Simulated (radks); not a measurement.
The numbers below are computed, except where a source is named.
Cd45+, 3 electrons, occupied as [He] 2s1. Level of theory: scalar-relativistic Kohn-Sham, LDA (Slater exchange, VWN5 correlation), spin-polarised, spherical densities, finite nucleus; open shells are filled with parallel spins first (spin-orbit coupling, left out, can overturn this in heavy ions); Fermi nuclear charge, rms radius 4.6087 fm (a radial shooting solver on a logarithmic mesh with Libxc functionals).

Unscreened Slater integrals over Kohn-Sham orbitals (hartree). They are taken over the spin-up orbitals.

integral    value
F0(2s,2s)  7.3368
F0(2s,1s)  10.298
G0(2s,1s)  1.0689
F0(1s,1s)  31.151
